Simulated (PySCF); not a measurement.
## J couplings in C3H8BNO3

Molfile (atoms numbered from 1):
```
C3H8BNO3
     RDKit          3D

 16 15  0  0  0  0  0  0  0  0999 V2000
   -1.0572    1.7861    0.2756 C   0  0  0  0  0  0  0  0  0  0  0  0
    0.0750    0.9509    0.2924 O   0  0  0  0  0  0  0  0  0  0  0  0
    0.2608   -0.3388   -0.0341 B   0  0  0  0  0  0  0  0  0  0  0  0
   -0.6777   -1.3353   -0.5582 N   0  0  0  0  0  0  0  0  0  0  0  0
   -1.9825   -1.3464   -0.9546 C   0  0  0  0  0  0  0  0  0  0  0  0
   -2.7660   -0.4276   -0.9399 O   0  0  0  0  0  0  0  0  0  0  0  0
    1.5027   -0.8818    0.1311 O   0  0  0  0  0  0  0  0  0  0  0  0
    2.5674   -0.1228    0.6400 C   0  0  0  0  0  0  0  0  0  0  0  0
   -1.2598    2.1292    1.3023 H   0  0  0  0  0  0  0  0  0  0  0  0
   -0.8310    2.6713   -0.3389 H   0  0  0  0  0  0  0  0  0  0  0  0
   -1.9418    1.2743   -0.1251 H   0  0  0  0  0  0  0  0  0  0  0  0
   -0.2207   -2.2346   -0.6785 H   0  0  0  0  0  0  0  0  0  0  0  0
   -2.2889   -2.3546   -1.3263 H   0  0  0  0  0  0  0  0  0  0  0  0
    3.3487   -0.8144    0.9869 H   0  0  0  0  0  0  0  0  0  0  0  0
    2.9994    0.5294   -0.1377 H   0  0  0  0  0  0  0  0  0  0  0  0
    2.2512    0.5161    1.4794 H   0  0  0  0  0  0  0  0  0  0  0  0
  1  2  1  0
  2  3  1  0
  3  4  1  0
  4  5  1  0
  5  6  2  0
  3  7  1  0
  7  8  1  0
  1  9  1  0
  1 10  1  0
  1 11  1  0
  4 12  1  0
  5 13  1  0
  8 14  1  0
  8 15  1  0
  8 16  1  0
M  END
```

Indirect spin–spin couplings were computed at B3LYP/pcJ-1 (spin–dipole term only in couplings to heteroatoms) (PySCF 2.14) on a PBE0-D3(BJ)/def2-SVP structure, for the isolated molecule, without vibrational or relativistic corrections. Couplings are averaged over pairs made equivalent by symmetry, fast rotation or ring inversion, so a value needn't be that of the named pair in this geometry, while other rotamers aren't included; one pair stands for each set, and the list holds those of at least 0.8 Hz over up to four bonds, among pairs with at least one C or B or N or H atom (others weren't computed).

Isotopes: ¹³C, ¹H, ¹⁵N, ¹¹B, ¹⁷O. Couplings to quadrupolar nuclei such as 17O and 33S are rarely resolved in practice.

```csv
pair,bonds,J (Hz)
"C1, O2",1,15.0
"C1, H9",1,149.2
"O2, B3",1,?
"B3, N4",1,?
"N4, C5",1,?
"N4, H12",1,-80.5
"C5, O6",1,?
"C5, H13",1,195.9
"O2, N4",2,4.7
"O2, H9",2,?
"B3, C5",2,?
"B3, H12",2,-2.6
"N4, O6",2,-1.0
"N4, H13",2,-16.7
"O6, H13",2,-8.2
"H9, H10",2,?
"C1, O7",3,-2.3
"O2, C5",3,-2.0
"O2, H12",3,-1.1
"B3, H9",3,3.0
"B3, H13",3,9.7
"O6, H12",3,-1.8
"H12, H13",3,3.5
```

Q: Estimate the withheld couplings, with signs.

A: 
- ¹J(O2,B3) = -23.1 Hz (mean over equivalent pairs that range from -26.4 to -19.9 Hz in this conformer)
- ¹J(B3,N4) = -36.4 Hz (bond length 1.466 Å)
- ¹J(N4,C5) = -14.3 Hz (bond length 1.364 Å)
- ¹J(C5,O6) = 28.4 Hz (bond length 1.208 Å)
- ²J(O2,H9) = -5.4 Hz (mean over equivalent pairs that range from -11.5 to -0.8 Hz in this conformer)
- ²J(B3,C5) = 1.7 Hz (angle at N4 136°)
- ²J(H9,H10) = -11.9 Hz (mean over equivalent pairs that range from -13.0 to -11.1 Hz in this conformer)
